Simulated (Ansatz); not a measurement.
Geometry optimisation, RKS PBE-D4/def2-SVP (Ansatz).

The input (input.yaml):

```yaml
crystal:
  periodic: [false, false, false]
  atoms:
    - { symbol: Al, position_ang: [-1.054538, -0.922022, 0.084262] }
    - { symbol: Cl, position_ang: [0.887634, -0.610032, -2.84043] }
    - { symbol: "N", position_ang: [0.004924, 0.321219, 0.442793] }
    - { symbol: C, position_ang: [0.794418, 1.072582, 1.360378] }
    - { symbol: H, position_ang: [0.928727, -0.044659, -1.640364] }
    - { symbol: O, position_ang: [-2.200037, -1.930621, -0.667857] }
    - { symbol: H, position_ang: [1.072445, 2.05499, 0.906786] }
    - { symbol: H, position_ang: [0.276427, 1.316023, 2.317871] }
    - { symbol: H, position_ang: [1.75724, 0.577918, 1.635957] }
    - { symbol: H, position_ang: [-2.467141, -1.835298, -1.599495] }
basis:
  gaussian: { orbitals: def2-SVP }
hamiltonian:
  xc: pbe
  dispersion: d4
relax:
  f_tol: 0.03
  max_steps: 50
```

Launched with:

```bash
$ ansatz run input.yaml --threads 2 --pin off --max-ram 3072MiB --backend cpu --events-out ev --progress --plain --runs-dir out
```

**Question.** Where does it end, and by what steps?

**Answer.** It converged. After 17 steps the energy has fallen by 4.086 eV; H5 moved furthest, 1.39 Å. Parted: Cl2–H5 (1.33 → 3.44 Å). Joined: Al1–Cl2 (3.52 → 2.12 Å), N3–H5 (2.31 → 1.02 Å).

```tsv
step	energy less start (eV)	largest force component (eV/Å)	accepted
0	0.0000	0.332	yes
1	-0.1558	0.797	yes
2	-0.3489	1.392	yes
3	-0.5832	1.875	yes
4	-0.8419	2.244	yes
5	-1.6987	3.158	yes
6	-2.6673	1.907	yes
7	-3.1821	2.956	yes
8	-3.5212	1.674	yes
9	-3.7367	0.973	yes
10	-3.8744	1.220	yes
11	-3.9713	0.878	yes
12	-4.0368	0.468	yes
13	-4.0621	0.229	yes
14	-4.0817	0.103	yes
15	-4.0839	0.125	yes
16	-4.0856	0.047	yes
17	-4.0859	0.009	yes
```

```xyz
10
Properties=species:S:1:pos:R:3
Al -0.390 -0.698 -1.054
Cl 0.082 -1.315 -3.022
N 0.746 0.345 -0.179
C 0.609 0.875 1.169
H 1.617 0.631 -0.633
O -1.836 -1.166 -0.265
H 0.613 1.990 1.196
H -0.353 0.546 1.612
H 1.416 0.527 1.855
H -2.503 -1.734 -0.679
```

Whether the end is a true minimum wasn't checked by a vibrational analysis.

Time of the run: 33 s on 2 threads of AMD EPYC 7B13 (Zen 3), with other jobs on the host, peak memory 0.2 GiB.
